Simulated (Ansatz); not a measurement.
C$_{3}$H$_{8}$AlCl (`CC(Cl)[CH2][AlH2]`), 13 atoms. Charge 0, multiplicity 1. All runs use 4 threads of an INTEL XEON PLATINUM 8581C on a shared host. Correlated methods freeze the cores.

(1) Give the basis size and wall time and peak host memory of each of these runs in Ansatz. RKS PBE0-D4/def2-TZVP frequencies; RKS PBE0-D4/def2-SVP energy; RHF-MP2/def2-QZVPP energy; RKS B2PLYP (frozen core)/def2-TZVPP energy; RHF-CCSD(T)/def2-TZVPP energy; RKS B97M-V/def2-TZVPP energy; direct RPA on PBE orbitals/def2-TZVPP energy; RKS LC-ωPBE/def2-TZVPP energy; RKS BHLYP-D4/def2-TZVPP energy; RKS PBE0-D4/def2-TZVP relaxation (11 steps); RKS PBE0-D4/def2-QZVPP energy; RKS ωB97M-V/def2-QZVPP energy. (Best estimate.)

Answers

(1) The calculation gave: Other jobs shared the machine, so times are rough.

| level | job | functions | wall time | peak host memory (GiB) |
| --- | --- | --- | --- | --- |
| RKS PBE0-D4/def2-SVP | energy | 118 | 0.85 s | 0.61 |
| RKS LC-ωPBE/def2-TZVPP | energy | 289 | 2.2 s | 0.66 |
| RKS BHLYP-D4/def2-TZVPP | energy | 289 | 2.6 s | 0.9 |
| direct RPA on PBE orbitals/def2-TZVPP | energy | 289 | 4.1 s | 0.84 |
| RKS B2PLYP (frozen core)/def2-TZVPP | energy | 289 | 4.4 s | 0.89 |
| RKS B97M-V/def2-TZVPP | energy | 289 | 5.5 s | 0.56 |
| RKS PBE0-D4/def2-QZVPP | energy | 551 | 7.5 s | 2.5 |
| RKS ωB97M-V/def2-QZVPP | energy | 551 | 16 s | 2.7 |
| RHF-MP2/def2-QZVPP | energy | 551 | 21 s | 4.4 |
| RKS PBE0-D4/def2-TZVP | relaxation (11 steps) | 215 | 29 s | 0.66 |
| RHF-CCSD(T)/def2-TZVPP | energy | 289 | 110 s | 8.7 |
| RKS PBE0-D4/def2-TZVP | frequencies | 215 | 2.4 min | 0.68 |

LC-ωPBE has ω = 0.4 bohr⁻¹.
